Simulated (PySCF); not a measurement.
BO, SMILES [B]=O (connectivity only; charge and spin as stated), charge +1, multiplicity 1. The structure is a stationary point at r2SCAN-D4/def2-TZVPD. The multiplicity is an assumed one; other spin states were not compared.

TDDFT-PBE/def2-TZVPD (PySCF) puts the lowest singlet excitations at 1.55, 1.55, 3.76, 8.34, 8.45, 8.45 eV.

Problem. What are the lowest excitation roots from PySCF 2.14.0 with ADC(3)/aug-cc-pVDZ? (An estimate is asked for; the answer gives what the named calculation found.)

Solution. 2.03, 2.03, 5.34, 8.27, 8.27, 8.29 eV. S1 differs by 0.48 eV (second minus first; roots are paired by order, and the bases may differ).
